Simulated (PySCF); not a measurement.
Sr⁺ (strontium, charge +1): UHF calculation

Configuration: [Kr] 5p1, 2P determinant (an excited configuration). All numbers are calculated (PySCF 2.14, scalar relativity through the core potential, in def2-QZVPPD with the def2 core potential (28 electrons) (7s5p4d3f, 63 functions)).

* Total energy: -30.071886 hartree
* One-electron energy: -47.2063 hartree
* Hartree (Coulomb) energy: 20.8911 hartree
* Exchange energy: -3.7567 hartree
* ⟨S²⟩: 0.7500
* ⟨L²⟩: 2.001
* Sum of ⟨r⟩: 17.31 bohr
* Sum of ⟨r²⟩: 49.66 bohr²
* Traceless quadrupole moment −½Σ⟨3z² − r²⟩ along its main axis: -11.4 e·bohr²

```csv
shell,electrons,mean orbital energy (eV),spread (eV),"rms radius, mean of both spins (bohr)"
4s α,1,-60.608,0,1.46
4s β,1,-60.481,0,1.46
4p α,3,-37.266,0.007,1.67
4p β,3,-37.152,0.275,1.67
5p α,1,-7.704,0,5.35
```

Energies and moments cover only the electrons outside the core potential.
